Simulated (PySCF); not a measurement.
CH$_{5}$Si (SMILES C[SiH2]), doublet, at a GFN2-xTB geometry; CASSCF(9,8)/def2-SVP (PySCF).

PySCF was given this input:
```python
from pyscf import gto, scf, mcscf
import numpy

mol = gto.M(
    atom='''
C    -0.009619    0.085584   -1.207927
Si    0.006934    0.023373    0.684427
H    -0.034321   -0.918997   -1.628565
H    -0.879928    0.618393   -1.581170
H     0.874747    0.582172   -1.597709
H    -1.215595   -0.536052    1.247971
H     1.215737   -0.586242    1.225054
''',
    basis='def2-svp',
    charge=0,
    spin=1,
    verbose=4,
)

mf = scf.ROHF(mol)
mf.kernel()
mc = mcscf.CASSCF(mf, 8, 9)
mc.fix_spin_(ss=0.75)
mc.kernel()
occ = numpy.linalg.eigvalsh(mc.fcisolver.make_rdm1(mc.ci, mc.ncas, mc.nelecas))[::-1]
ss = mc.fcisolver.spin_square(mc.ci, mc.ncas, mc.nelecas)[0]
print('natural occupations', occ.round(4), ' <S^2>', round(ss, 4))
```

It wrote (shortened):

```
PySCF version 2.14.0

[INPUT] verbose = 4
[INPUT] num. atoms = 7
[INPUT] num. electrons = 25
[INPUT] charge = 0
[INPUT] spin (= nelec alpha-beta = 2S) = 1
[INPUT] symmetry False subgroup None
[INPUT] Mole.unit = angstrom
[INPUT] Symbol           X                Y                Z      unit          X                Y                Z       unit  Magmom
[INPUT]  1 C     -0.009619000000   0.085584000000  -1.207927000000 AA   -0.018177275592   0.161730320645  -2.282651208468 Bohr   0.0
[INPUT]  2 Si     0.006934000000   0.023373000000   0.684427000000 AA    0.013103360948   0.044168568709   1.293379582258 Bohr   0.0
[INPUT]  3 H     -0.034321000000  -0.918997000000  -1.628565000000 AA   -0.064857290321  -1.736652639297  -3.077541826052 Bohr   0.0
[INPUT]  4 H     -0.879928000000   0.618393000000  -1.581170000000 AA   -1.662822929336   1.168593407348  -2.987978256379 Bohr   0.0
[INPUT]  5 H      0.874747000000   0.582172000000  -1.597709000000 AA    1.653032258285   1.100145637390  -3.019232436753 Bohr   0.0
[INPUT]  6 H     -1.215595000000  -0.536052000000   1.247971000000 AA   -2.297141628391  -1.012991468525   2.358323401400 Bohr   0.0
[INPUT]  7 H      1.215737000000  -0.586242000000   1.225054000000 AA    2.297409969500  -1.107836822717   2.315016547803 Bohr   0.0

nuclear repulsion = 55.6336789133229
number of shells = 29
number of NR pGTOs = 95
number of NR cGTOs = 57
basis = def2-svp
ecp = {}

******** <class 'pyscf.scf.rohf.ROHF'> ********
method = ROHF
initial guess = minao
damping factor = 0
level_shift factor = 0
DIIS = <class 'pyscf.scf.diis.CDIIS'>
diis_start_cycle = 1
diis_space = 8
diis_damp = 0
SCF conv_tol = 1e-09
SCF conv_tol_grad = None
SCF max_cycles = 50
direct_scf = True
direct_scf_tol = 1e-13
num. doubly occ = 12  num. singly occ = 1
Set gradient conv threshold to 3.16228e-05
init E= -329.388506087395
  HOMO = -0.0994719826825783  LUMO = 0.103614833014098  gap/eV = 5.52627
cycle= 1 E= -329.520992797474  delta_E= -0.132  |g|= 0.215  |ddm|= 1.65
  HOMO = -0.127465923166857  LUMO = 0.150265657300769  gap/eV = 7.55746
cycle= 2 E= -329.546676573973  delta_E= -0.0257  |g|= 0.0568  |ddm|= 0.252
  HOMO = -0.109373486580265  LUMO = 0.162841624237581  gap/eV = 7.40735
cycle= 3 E= -329.549087402099  delta_E= -0.00241  |g|= 0.0142  |ddm|= 0.13
  HOMO = -0.112270850228861  LUMO = 0.160964338260399  gap/eV = 7.43511
cycle= 4 E= -329.549217196983  delta_E= -0.00013  |g|= 0.00412  |ddm|= 0.0217
  HOMO = -0.112641866495574  LUMO = 0.161016830365486  gap/eV = 7.44663
cycle= 5 E= -329.54923522539  delta_E= -1.8e-05  |g|= 0.00114  |ddm|= 0.0111
  HOMO = -0.112434204210775  LUMO = 0.161022303054597  gap/eV = 7.44113
cycle= 6 E= -329.549236834841  delta_E= -1.61e-06  |g|= 0.000281  |ddm|= 0.00383
  HOMO = -0.112472306695825  LUMO = 0.161030951660835  gap/eV = 7.44240
cycle= 7 E= -329.549236916086  delta_E= -8.12e-08  |g|= 6.33e-05  |ddm|= 0.000828
  HOMO = -0.112465799988563  LUMO = 0.161033159053945  gap/eV = 7.44229
cycle= 8 E= -329.549236919592  delta_E= -3.51e-09  |g|= 1.42e-05  |ddm|= 0.000148
  HOMO = -0.112468798408408  LUMO = 0.161033297162141  gap/eV = 7.44237
cycle= 9 E= -329.549236919802  delta_E= -2.1e-10  |g|= 2.89e-06  |ddm|= 3.54e-05
  HOMO = -0.112468348359187  LUMO = 0.161033550150666  gap/eV = 7.44237
Extra cycle  E= -329.54923691981  delta_E= -7.73e-12  |g|= 1.17e-06  |ddm|= 6.02e-06
converged SCF energy = -329.54923691981

******** <class 'pyscf.mcscf.mc1step.CASSCF'> ********
CAS (5e+4e, 8o), ncore = 8, nvir = 41
max_cycle_macro = 50
max_cycle_micro = 4
conv_tol = 1e-07
conv_tol_grad = None
orbital rotation max_stepsize = 0.02
orbital rotation threshold for CI restart = 0.01
augmented hessian ah_max_cycle = 30
augmented hessian ah_conv_tol = 1e-12
augmented hessian ah_linear dependence = 1e-14
augmented hessian ah_level shift = 1e-08
augmented hessian ah_start_tol = 2.5
augmented hessian ah_start_cycle = 3
augmented hessian ah_grad_trust_region = 3
kf_trust_region = 3
kf_interval = 4
ci_response_space = 4
ci_grad_trust_region = 3
with_dep4 0
natorb = False
canonicalization = True
sorting_mo_energy = False
ao2mo_level = 2
internal_rotation = False
******** <class 'pyscf.fci.addons.SpinPenaltyFCISolver'> ********
max. cycles = 50
conv_tol = 1e-08
davidson only = True
linear dependence = 1e-12
level shift = 0.001
max iter space = 12
nroots = 1
pspace_size = 400
spin = None
CASCI E = -329.554757479443  S^2 = 0.7500000
Set conv_tol_grad to 0.000316228
macro iter   1 ( 21 JK    4 micro), CASSCF E = -329.567471344829  dE = -1.27138654e-02  S^2 = 0.7500000
               |grad[o]|=0.0117  |grad[c]|=0.0207  |ddm|=0.056  |maxRot[o]|=0.285
macro iter   2 ( 21 JK    4 micro), CASSCF E = -329.573053883743  dE = -5.58253891e-03  S^2 = 0.7500000
               |grad[o]|=0.0165  |grad[c]|=0.0128  |ddm|=0.0207  |maxRot[o]|=0.237
macro iter   3 ( 21 JK    4 micro), CASSCF E = -329.575465949303  dE = -2.41206556e-03  S^2 = 0.7500000
               |grad[o]|=0.0123  |grad[c]|=0.00701  |ddm|=0.00487  |maxRot[o]|=0.109
macro iter   4 ( 21 JK    4 micro), CASSCF E = -329.577059936382  dE = -1.59398708e-03  S^2 = 0.7500000
               |grad[o]|=0.00922  |grad[c]|=0.00412  |ddm|=0.00331  |maxRot[o]|=0.0946
macro iter   5 ( 21 JK    4 micro), CASSCF E = -329.578225283083  dE = -1.16534670e-03  S^2 = 0.7500000
               |grad[o]|=0.00737  |grad[c]|=0.00551  |ddm|=0.00337  |maxRot[o]|=0.0815
macro iter   6 ( 21 JK    4 micro), CASSCF E = -329.578963075860  dE = -7.37792777e-04  S^2 = 0.7500000
               |grad[o]|=0.00601  |grad[c]|=0.00757  |ddm|=0.00264  |maxRot[o]|=0.0608
macro iter   7 ( 21 JK    4 micro), CASSCF E = -329.579466002325  dE = -5.02926465e-04  S^2 = 0.7500000
               |grad[o]|=0.00495  |grad[c]|=0.00625  |ddm|=0.00176  |maxRot[o]|=0.0609
macro iter   8 ( 12 JK    3 micro), CASSCF E = -329.579724397764  dE = -2.58395439e-04  S^2 = 0.7500000
               |grad[o]|=0.00403  |grad[c]|=0.0158  |ddm|=0.00288  |maxRot[o]|=0.149
macro iter   9 ( 12 JK    3 micro), CASSCF E = -329.580025741238  dE = -3.01343474e-04  S^2 = 0.7500000
               |grad[o]|=0.00359  |grad[c]|=0.0136  |ddm|=0.00276  |maxRot[o]|=0.149
macro iter  10 ( 12 JK    3 micro), CASSCF E = -329.580414472235  dE = -3.88730997e-04  S^2 = 0.7500000
               |grad[o]|=0.00337  |grad[c]|=0.012  |ddm|=0.00297  |maxRot[o]|=0.149
macro iter  11 ( 12 JK    3 micro), CASSCF E = -329.580903334934  dE = -4.88862699e-04  S^2 = 0.7500000
               |grad[o]|=0.00332  |grad[c]|=0.0124  |ddm|=0.00387  |maxRot[o]|=0.149
macro iter  12 ( 12 JK    3 micro), CASSCF E = -329.581306413098  dE = -4.03078164e-04  S^2 = 0.7500000
               |grad[o]|=0.00353  |grad[c]|=0.00884  |ddm|=0.00314  |maxRot[o]|=0.107
macro iter  13 ( 21 JK    4 micro), CASSCF E = -329.581844576149  dE = -5.38163051e-04  S^2 = 0.7500000
               |grad[o]|=0.00396  |grad[c]|=0.0129  |ddm|=0.00335  |maxRot[o]|=0.109
macro iter  14 ( 21 JK    4 micro), CASSCF E = -329.583252592293  dE = -1.40801614e-03  S^2 = 0.7500000
               |grad[o]|=0.00548  |grad[c]|=0.0088  |ddm|=0.00392  |maxRot[o]|=0.0973
macro iter  15 ( 21 JK    4 micro), CASSCF E = -329.585849014362  dE = -2.59642207e-03  S^2 = 0.7500000
               |grad[o]|=0.00817  |grad[c]|=0.0113  |ddm|=0.00809  |maxRot[o]|= 0.14
macro iter  16 ( 21 JK    4 micro), CASSCF E = -329.588157720958  dE = -2.30870660e-03  S^2 = 0.7500000
               |grad[o]|= 0.01  |grad[c]|=0.0313  |ddm|=0.0211  |maxRot[o]|=0.158
macro iter  17 ( 21 JK    4 micro), CASSCF E = -329.589465835235  dE = -1.30811428e-03  S^2 = 0.7500000
               |grad[o]|=0.0117  |grad[c]|=0.00563  |ddm|=0.00504  |maxRot[o]|=0.087
macro iter  18 ( 12 JK    3 micro), CASSCF E = -329.589921390192  dE = -4.55554957e-04  S^2 = 0.7500000
               |grad[o]|=0.00679  |grad[c]|=0.00861  |ddm|=0.00266  |maxRot[o]|=0.0999
macro iter  19 ( 21 JK    4 micro), CASSCF E = -329.590154288656  dE = -2.32898463e-04  S^2 = 0.7500000
               |grad[o]|=0.00483  |grad[c]|=0.00403  |ddm|=0.0024  |maxRot[o]|=0.0747
macro iter  20 ( 11 JK    3 micro), CASSCF E = -329.590232715362  dE = -7.84267060e-05  S^2 = 0.7500000
               |grad[o]|=0.00305  |grad[c]|=0.0101  |ddm|=0.00101  |maxRot[o]|= 0.13
macro iter  21 ( 15 JK    4 micro), CASSCF E = -329.590211756699  dE =  2.09586624e-05  S^2 = 0.7500000
               |grad[o]|=0.00111  |grad[c]|=0.00551  |ddm|=0.00168  |maxRot[o]|=0.116
macro iter  22 ( 21 JK    4 micro), CASSCF E = -329.590213204215  dE = -1.44751596e-06  S^2 = 0.7500000
               |grad[o]|=0.000813  |grad[c]|=0.000709  |ddm|=0.00012  |maxRot[o]|=0.0016
macro iter  23 (  7 JK    2 micro), CASSCF E = -329.590225415014  dE = -1.22107993e-05  S^2 = 0.7500000
               |grad[o]|=0.00061  |grad[c]|=0.00018  |ddm|=0.000158  |maxRot[o]|=0.0383
macro iter  24 (  7 JK    2 micro), CASSCF E = -329.590236967208  dE = -1.15521933e-05  S^2 = 0.7500000
               |grad[o]|=0.000375  |grad[c]|=0.000305  |ddm|=0.000239  |maxRot[o]|=0.0518
macro iter  25 (  5 JK    1 micro), CASSCF E = -329.590242227403  dE = -5.26019539e-06  S^2 = 0.7500000
               |grad[o]|=0.000167  |grad[c]|=0.00139  |ddm|=0.000109  |maxRot[o]|=0.0516
macro iter  26 (  3 JK    1 micro), CASSCF E = -329.590242561518  dE = -3.34115157e-07  S^2 = 0.7500000
               |grad[o]|=0.000128  |grad[c]|=0.000365  |ddm|=0.000107  |maxRot[o]|=0.00954
macro iter  27 (  3 JK    1 micro), CASSCF E = -329.590242598585  dE = -3.70667976e-08  S^2 = 0.7500000
               |grad[o]|=5.89e-05  |grad[c]|=0.00013  |ddm|=5.41e-05  |maxRot[o]|=0.00187
1-step CASSCF converged in  27 macro (417 JK  88 micro) steps
CASSCF canonicalization
Density matrix diagonal elements [1.99811322 1.98409953 1.97943257 1.98123046 1.00030145 0.01735542
 0.02366099 0.01580635]
CASSCF energy = -329.590242598585
CASCI E = -329.590242598585  E(CI) = -15.6746315796768  S^2 = 0.7500000
natural occupations [1.9997 1.9867 1.9787 1.9779 1.0004 0.0254 0.0158 0.0155]  <S^2> 0.75
```
